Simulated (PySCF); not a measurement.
Species: `c1(cnnnc1[SiH3])C1CC1`. The columns A, B, C and D hold Mulliken, IAO, Hirshfeld and ESP-fitted charges (e) of one PBE0/pcSseg-1 density (PySCF), in a shuffled order. Coordinates in Å (GFN2-xTB); the density's dipole moment is (-4.96, -3.14, -1.29) D.

```tsv
atom	x	y	z	A	B	C	D
Si1	1.919	-1.296	-1.517	+0.601	+0.500	+0.300	+0.318
C2	1.508	0.098	-0.297	-0.149	+0.033	+0.678	-0.030
N3	2.562	0.841	0.033	-0.168	-0.281	-0.530	-0.103
N4	2.469	1.829	0.856	-0.032	-0.027	+0.070	-0.053
N5	1.347	2.156	1.407	-0.160	-0.258	-0.580	-0.108
C6	0.247	1.476	1.131	-0.028	+0.250	+0.807	+0.020
C7	0.250	0.391	0.253	+0.007	-0.251	-0.400	+0.016
C8	-0.947	-0.387	-0.079	-0.144	-0.263	-0.423	-0.037
C9	-2.294	0.289	-0.176	-0.278	-0.162	-0.230	-0.076
C10	-2.014	-0.631	0.961	-0.278	-0.161	-0.233	-0.076
H11	1.095	-1.101	-2.714	-0.116	-0.073	-0.105	-0.072
H12	1.555	-2.570	-0.888	-0.115	-0.073	-0.104	-0.072
H13	3.341	-1.212	-1.805	-0.083	-0.038	-0.074	-0.058
H14	-0.646	1.823	1.634	+0.160	+0.092	-0.033	+0.061
H15	-0.753	-1.192	-0.778	+0.150	+0.132	+0.259	+0.050
H16	-2.960	-0.041	-0.958	+0.162	+0.144	+0.164	+0.058
H17	-2.341	1.350	0.015	+0.154	+0.146	+0.134	+0.052
H18	-2.485	-1.602	0.972	+0.162	+0.144	+0.164	+0.058
H19	-1.863	-0.210	1.943	+0.154	+0.146	+0.135	+0.052
```

Problem. Which column most likely holds the ESP-fitted charges?

Solution. C. Σ q r misses the density's dipole by 0.17 D (C), 0.93 D (B), 1.22 D (A), 2.45 D (D). Charges fitted to the outside potential are the only set here that is tied to the molecule's multipoles.

Problem. And the Hirshfeld charges?

Solution. D. The mean sizes are 0.072 e (D), 0.163 e (A), 0.167 e (B), 0.285 e (C), and Hirshfeld charges are commonly the smallest of these schemes.

As computed, A = IAO, B = Mulliken, C = ESP-fitted, D = Hirshfeld. Hydrogens on carbon: IAO +0.15 to +0.16, Mulliken +0.09 to +0.15, ESP-fitted -0.03 to +0.26, Hirshfeld +0.05 to +0.06 e.

The Mulliken scheme gives each basis function's population to the atom it is centred on and halves the overlap population of two atoms between them. The Hirshfeld scheme divides the density at each point in proportion to the densities of the neutral, spherically averaged free atoms.

One conformer (not necessarily the lowest) at the GFN2-xTB geometry, without solvent, vibrations or thermal averaging.

The values belong to the conformer `[SiH3:1][c:2]1[n:3][n:4][n:5][cH:6][c:7]1[CH:8]1[CH2:9][CH2:10]1`: C6–C7–C8–C9 35°.
